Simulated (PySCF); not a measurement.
# Correlation energy of Ca (calcium, neutral)

[Ar] 4s1 4p1, high-spin 3P determinant (an excited configuration). All numbers are calculated (PySCF 2.14, the spin-free X2C one-electron Hamiltonian (Gaussian nucleus), in x2c-TZVPPall with one added diffuse shell each of s, p, d type (7s6p4d, 45 functions)). Frozen: [Ne]; 10 electrons correlated.

| level | correlation energy (mhartree) |
| --- | --- |
| CCSD | -193.45 |
| (T) | -2.95 |
| CCSD(T) | -196.40 |

Diagnostics: T1 = 0.012, D1 = 0.0529, largest double amplitude 0.042.

Cost of the coupled-cluster step: about 2.2 core-seconds, for 10 correlated electrons.

Iterations:

```
CC2 = 0
CCSD nocc = (np.int64(6), np.int64(4)), nmo = (40, 40)
frozen orbitals [[0, 1, 2, 3, 4], [0, 1, 2, 3, 4]]
max_cycle = 100
direct = 0
conv_tol = 1e-08
conv_tol_normt = 1e-06
diis_space = 8
diis_start_cycle = 0
Init t2, MP2 energy = -0.17526944999638
Init E_corr(UCCSD) = -0.175269450020981
cycle = 1  E_corr(UCCSD) = -0.18984136944089  dE = -0.0145719194  norm(t1,t2) = 0.0404073
cycle = 2  E_corr(UCCSD) = -0.192171679581064  dE = -0.00233031014  norm(t1,t2) = 0.0195696
cycle = 3  E_corr(UCCSD) = -0.193632064996296  dE = -0.00146038542  norm(t1,t2) = 0.0116506
cycle = 4  E_corr(UCCSD) = -0.193364590574985  dE = 0.000267474421  norm(t1,t2) = 0.00349642
cycle = 5  E_corr(UCCSD) = -0.19342988112303  dE = -6.5290548e-05  norm(t1,t2) = 0.00100689
cycle = 6  E_corr(UCCSD) = -0.193450719558018  dE = -2.0838435e-05  norm(t1,t2) = 0.000253709
cycle = 7  E_corr(UCCSD) = -0.193448845083895  dE = 1.87447412e-06  norm(t1,t2) = 8.07099e-05
cycle = 8  E_corr(UCCSD) = -0.193448679187828  dE = 1.65896068e-07  norm(t1,t2) = 2.39843e-05
cycle = 9  E_corr(UCCSD) = -0.193448462458986  dE = 2.16728842e-07  norm(t1,t2) = 5.04965e-06
cycle = 10  E_corr(UCCSD) = -0.193448458643488  dE = 3.81549753e-09  norm(t1,t2) = 1.62732e-06
cycle = 11  E_corr(UCCSD) = -0.193448453280852  dE = 5.36263572e-09  norm(t1,t2) = 6.11245e-07
UCCSD converged
E(UCCSD) = -679.775627492977  E_corr = -0.1934484532808524
UCCSD(T) correction = -0.00294553815551718
```

This basis was not built for core-valence correlation, so the inner-shell part is incomplete.
